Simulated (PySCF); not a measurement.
## Vibration and rotation of CeP

ROHF-CCSD(T) constants of CeP, doublet, about 1.2 electrons in the 4f shell (Mulliken), real f orbitals that mix terms (Ce x2c-SVPall, P x2c-SVPall; spin-free X2C with a Gaussian nucleus (PySCF 2.14); masses 139.9054 and 30.9738 u):

| Property | Result |
| --- | --- |
| ωe | 413.6 cm⁻¹ |
| ωexe | 0.759 cm⁻¹ |
| Be | 0.11763 cm⁻¹ |
| αe | 0.000374 cm⁻¹ |
| De to Ce (4f1 5d1 6s2) + P | 3.18 eV |

**Question.** What force constant and bond length do these constants imply?

**Answer.** Reduced mass μred = 25.359 u; k = 5.8918×10⁻⁷·μred·ωe² (u, cm⁻¹, mdyn/Å) = 2.56 mdyn/Å; Re = √(16.8576/(μred·Be)) (u, cm⁻¹, Å) = 2.377 Å.

**Question.** Estimate the centrifugal constant D from the Kratzer relation and find the Dunham coefficient a1.

**Answer.** D = 4Be³/ωe² = 3.81e-08 cm⁻¹; a1 = −1 − αeωe/(6Be²) = -2.86.

Correlated steps freeze 23 core orbitals. Correlated levels converge slowly with the basis: in double zeta they bind strong bonds too weakly, by up to about 1 eV, and carry superposition errors of some tenths. Spin–orbit coupling is left out, which matters for elements this heavy, above all for dissociation energies. With d or f electrons several states lie close, and the lowest PBE0 determinant need not be the measured ground state.
